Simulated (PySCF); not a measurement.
## Working out the ionisation energy of Ga

Ga [Ar] 3d10 4s2 4p1 (2P) → Ga⁺ [Ar] 3d10 4s2 (1S). All numbers are calculated (PySCF 2.14, scalar relativity by spin-free X2C-1e, in x2c-TZVPPall with one added diffuse shell each of s, p, d type (7s6p5d1f, 57 functions)). Frozen: [Ar] 3d10. Energies in hartree (1 hartree = 27.21139 eV):

```
            part    Ga (lower)   Ga⁺ (upper)
             UHF  -1942.169632  -1941.966795
CCSD correlation     -0.046520     -0.036834
             (T)     -0.000845      0.000000
```

What does Hartree-Fock give?

(-1941.966795) − (-1942.169632) = 0.202837 hartree = 5.519 eV.

What do CCSD and CCSD(T) give?

The CCSD correlation energies differ by 0.009686 hartree = 0.264 eV and the triples by 0.000845 hartree = 0.023 eV, so CCSD gives 5.783 eV and CCSD(T) 5.806 eV.

Measured between the centres of the two terms (NIST): 5.931 eV, so CCSD(T) (valence) is off by -0.125 eV.

What remains against the reference includes basis incompleteness, the frozen core and higher excitations.
